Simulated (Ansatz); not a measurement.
C$_{5}$H$_{4}$N (SMILES [c]1ccccn1), doublet, at a GFN2-xTB geometry; Ansatz (a first-principles code) with CCSD on PBE0/3-21G.

Here is a job for Ansatz.
Ansatz 0.2 input:
```yaml
crystal:
  periodic: [false, false, false]
  atoms:
    - {symbol: N, position_ang: [-0.00964627, 0.06176618, 1.39312429]}
    - {symbol: C, position_ang: [0.01052145, 0.05563648, -1.32151880]}
    - {symbol: C, position_ang: [0.00843127, 1.16003225, 0.73652206]}
    - {symbol: C, position_ang: [-0.01902078, -1.10785450, 0.76767008]}
    - {symbol: C, position_ang: [-0.00911288, -1.14219824, -0.61640106]}
    - {symbol: C, position_ang: [0.01996666, 1.26655828, -0.63906399]}
    - {symbol: H, position_ang: [0.01851369, 0.04961327, -2.40308632]}
    - {symbol: H, position_ang: [-0.03428343, -2.00036717, 1.37795163]}
    - {symbol: H, position_ang: [-0.01659046, -2.08816683, -1.13625412]}
    - {symbol: H, position_ang: [0.03516978, 2.21351181, -1.15373102]}
basis:
  gaussian:
    orbitals: 3-21G.json
hamiltonian:
  xc: pbe0
magnetization: {spin_polarized: true, initial_magnetization: 1}
correlation: {method: ccsd}
```
The basis file holds 3-21G in the JSON format of the Basis Set Exchange.

The log (banner, timings and long lists left out):

```
Functional definition: PBE0
862 factors; integrals over basis functions are off by at most 9.5e-4 eV
mean field evaluation 1: about -6689.6230 eV, gradient 2.4e1 eV
mean field evaluation 2: about -6689.7679 eV, gradient 2.4e1 eV
mean field evaluation 4: about -6692.2301 eV, gradient 5.7e0 eV
mean field evaluation 8: about -6692.3775 eV, gradient 1.7e-1 eV
mean field evaluation 16: about -6692.3784 eV, gradient 1.3e-3 eV
mean field -6692.37835393 eV, -245.9403682500 hartree, gradient 3.1e-6 eV, S^2 0.756036; 0 other end points of the search recorded, 0 dependent functions left out
6 core orbitals not correlated
reference -6657.13348294 eV, -244.6451431308 hartree; 15, 14 occupied and 41, 42 virtual orbitals, 862 factors
second order -14.83051073 eV of doubles, -0.38562966 eV of singles
cycle   1  -14.66376184 eV  change    5.3e-1 eV  update   1.2e-1
cycle   2  -15.22880467 eV  change   -5.7e-1 eV  update   4.3e-2
cycle   3  -15.42197922 eV  change   -1.9e-1 eV  update   2.0e-2
cycle   4  -15.43902692 eV  change   -1.7e-2 eV  update   7.0e-3
cycle   5  -15.44228667 eV  change   -3.3e-3 eV  update   3.2e-3
cycle   6  -15.44113006 eV  change    1.2e-3 eV  update   1.4e-3
cycle   7  -15.44127656 eV  change   -1.5e-4 eV  update   8.1e-4
cycle   8  -15.44190041 eV  change   -6.2e-4 eV  update   3.8e-4
cycle   9  -15.44184681 eV  change    5.4e-5 eV  update   1.2e-4
cycle  10  -15.44182175 eV  change    2.5e-5 eV  update   5.0e-5
cycle  11  -15.44186994 eV  change   -4.8e-5 eV  update   2.7e-5
cycle  12  -15.44186025 eV  change    9.7e-6 eV  update   1.2e-5
Total energy: -6672.57534318 eV, -245.2126210280 hartree
```
